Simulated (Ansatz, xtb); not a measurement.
Diatomic AsO+, closed-shell singlet (lowest of 2S+1 = 1, 3, 5 at CCSD(T)/def2-TZVPP on PBE0 minima; our sources give no spin for the ground state, which may be another). No spin–orbit coupling. As is treated without relativity.

Seven points along R, fitted to fifth degree in 1/R; most abundant isotopes. Runs in def2 and cc sets follow the lowest solution found near the PBE0 minimum. The singlet is held restricted. HF and MP2 rows in def2 and cc sets belong to the determinant that coupled cluster picked by its CCSD energy.

Correlated levels freeze the inner cores; with def2 sets outer-core shells near the valence are correlated too. CBS: X⁻³ extrapolation of the correlation energy, Hartree–Fock from the larger set.

Codes used: Ansatz (Gaussian basis) for Hartree–Fock, density functionals and correlated methods; xtb for the GFN methods. 

```csv
level,r_e (Å),ω_e (cm⁻¹),ω_e x_e (cm⁻¹)
GFN1-xTB,1.517,1162,5.0
GFN2-xTB,1.490,1191,6.4
HF/def2-QZVPP,1.518,1345,4.0
CAM-B3LYP/def2-TZVPP,1.553,1205,4.1
MP2/def2-QZVPP,1.589,1019,5.1
"MP2/CBS(def2-TZVPP, def2-QZVPP)",1.585,[?],5.0
CCSD(T)/def2-QZVPP,1.571,1109,5.1
"CCSD(T)/CBS(def2-TZVPP, def2-QZVPP)",[?],[?],5.0
```

Q: Some entries are withheld; supply them.

A: 
- CCSD(T)/CBS(def2-TZVPP, def2-QZVPP), r_e (Å): 1.567
- CCSD(T)/CBS(def2-TZVPP, def2-QZVPP), ω_e (cm⁻¹): 1118
- MP2/CBS(def2-TZVPP, def2-QZVPP), ω_e (cm⁻¹): 1027

Doubts at one or more of the structures used: a restricted determinant that unrestricted orbitals would lower (HF/def2-QZVPP, MP2/def2-QZVPP, MP2/CBS(def2-TZVPP, def2-QZVPP), CCSD(T)/def2-QZVPP, CCSD(T)/CBS(def2-TZVPP, def2-QZVPP)).

Ansatz is a quantum-chemistry and plane-wave program.
